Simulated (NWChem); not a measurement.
Species: BNH3 anion

```xyz
5

B     -0.0129     0.6664     0.0000
N     -0.1113    -0.6988     0.0000
H     -1.0286     1.3859     0.0000
H      1.0592     1.3152     0.0000
H      0.8131    -1.1414     0.0000
```
Atoms are numbered in this order, from 1.

All runs: NWChem. Sets without diffuse functions describe the anion's extra electron poorly. Structure relaxed at the B3LYP/def2-SVPD level. Level MN15/def2-SVP: energy and gradient on several grids; changes count from the extra-fine grid, which is no exact limit either.

| grid | size of the energy change (μHa) | largest change of a gradient component (μHa/bohr) |
|---|---|---|
| xcoarse | 4000 | 1000 |
| coarse | 60 | 100 |
| medium | < 10 | 30 |
| fine | < 10 | < 30 |
| xfine | < 10 | < 30 |
